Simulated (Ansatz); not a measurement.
Geometry optimisation, RKS PBE-D4/6-31G* (Ansatz 0.2.0).

Input file:

```yaml
crystal:
  periodic: [false, false, false]
  atoms:
    - { symbol: B, position_ang: [0.130292, 0.521925, -0.175416] }
    - { symbol: O, position_ang: [-0.226815, -0.337573, 2.262389] }
    - { symbol: H, position_ang: [-1.133683, -0.513082, 1.940457] }
    - { symbol: H, position_ang: [1.135205, -0.102783, -0.370506] }
    - { symbol: F, position_ang: [-1.08011, 0.011234, -0.486086] }
    - { symbol: "N", position_ang: [0.185173, 1.925556, 0.307557] }
    - { symbol: H, position_ang: [1.078297, 2.404715, 0.382935] }
    - { symbol: H, position_ang: [-0.617381, 2.547884, 0.235328] }
    - { symbol: H, position_ang: [-0.143879, 0.645524, 2.140343] }
basis:
  gaussian: { orbitals: "6-31G*" }
hamiltonian:
  xc: pbe
  dispersion: d4
relax:
  f_tol: 0.03
  max_steps: 50
output:
  orbitals: {}
```

Launched with:

```bash
$ ansatz run input.yaml --threads 1 --pin off --max-ram 2048MiB --backend cpu --events-out ev --progress --plain --runs-dir out
```

Task: Where does it end, and by what steps?

Result: The forces met the threshold. After 8 steps the energy has fallen by 0.083 eV; O2 moved furthest, 0.17 Å.

```tsv
step	energy less start (eV)	largest force component (eV/Å)	accepted
0	0.0000	1.921	yes
1	-0.0570	0.915	yes
2	-0.0599	0.483	yes
3	-0.0683	0.738	yes
4	-0.0797	0.240	yes
5	-0.0814	0.080	yes
6	-0.0778	0.332	no
7	-0.0830	0.036	yes
8	-0.0830	0.021	yes
```

```xyz
9
Properties=species:S:1:pos:R:3
B 0.150 0.567 -0.227
O -0.307 -0.313 2.411
H -1.114 -0.520 1.898
H 1.148 -0.067 -0.440
F -1.065 0.021 -0.477
N 0.202 1.900 0.240
H 1.082 2.395 0.360
H -0.623 2.497 0.301
H -0.145 0.623 2.170
```

Time of the run: 21 s on 1 thread of Arm Neoverse V2 (shared host), peak memory 0.14 GiB.
